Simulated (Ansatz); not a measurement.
`C[CH2][SbH]` radical at its PBE0-D4/def2-TZVP geometry, where that method's forces vanish. The species carries charge 0 and has multiplicity 2. Sb takes the def2 core potential.

```xyz
9

C    -0.8591    0.3890    0.7309
C     0.1164   -0.4162   -0.1082
Sb    1.4900    0.8469   -1.2224
H    -0.3410    1.0141    1.4631
H    -1.5408   -0.2641    1.2841
H    -1.4718    1.0509    0.1130
H    -0.4031   -1.0431   -0.8369
H     0.7246   -1.0807    0.5103
H     2.2848   -0.4968   -1.9339
```

(1) What forces (eV/Å) does r2SCAN-D4/def2-TZVPP give on these atoms in Ansatz 0.2.0? (An estimate is asked.)

Results:

(1) Computed: 
```
C1  -0.081  0.079  0.070
C2  -0.006 -0.147  0.001
Sb3  0.080  0.101 -0.064
H4  -0.013 -0.010 -0.013
H5   0.008  0.007 -0.007
H6   0.010 -0.011  0.015
H7   0.008  0.000  0.009
H8  -0.007  0.001 -0.010
H9   0.002 -0.019 -0.002
```
